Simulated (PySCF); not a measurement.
## Solvent effects on NMR parameters

Bonds (- single, = double, # triple, : aromatic): C1-C2, C2-O3, O3-Si4, Si4-N5, N5-Si6, N5-Si7. C1 carries H8, H9, H10; C2 carries H11, H12; Si4 carries H13, H14; Si6 carries H15, H16, H17; Si7 carries H18, H19, H20.

GIAO PBE0/pcSseg-1 in PySCF on one PBE0-D3(BJ)/def2-SVP conformer, non-relativistic, equivalent nuclei averaged. Solvents enter as an IEF-PCM continuum (chloroform with ε = 4.7, acetone with ε = 20.5) around the gas-phase geometry. Shifts are referred to TMS computed in the same medium.

Gas phase, δ in ppm: C2 62.7, C1 19.6, Si4 -18.4, Si6/Si7 -53.4, H13/H14 5.05, H15/H16/H17/H18/H19/H20 4.61, H11/H12 3.85, H8/H9/H10 1.39. Dipole moment 1.49 D.

Question: How does each δ change in the continuum?

Answer: 
```tsv
atoms	environment	Δδ, chloroform	Δδ, acetone
C2	sp3 CH2 bonded to O	+0.8	+1.1
C1	methyl carbon	+0.4	+0.6
Si4	silicon bonded to N, O, 2 H	-0.1	-0.1
Si6/Si7	silicon bonded to N, 3 H	-0.1	-0.1
H13/H14	hydrogen on a silicon bonded to N, O	-0.03	-0.04
H15/H16/H17/H18/H19/H20	hydrogen on a silicon bonded to N	-0.04	-0.05
H11/H12	hydrogen on an sp3 CH2 bonded to O	+0.08	+0.11
H8/H9/H10	hydrogen on a methyl carbon	0.00	-0.01
```

Changes are relative to the gas phase. The dipole moment becomes 1.73 D in chloroform, 1.83 D in acetone.

Question: Which of the listed nuclei move most (in ppm), and what does the model miss? (N and O are left out, as their reference compounds move with the solvent too.)

Answer: C2 (sp3 CH2 bonded to O, +1.1 ppm) in acetone. A continuum only polarises the solute; specific hydrogen bonds, the anisotropy of aromatic solvents and changes of geometry or conformer are outside it.
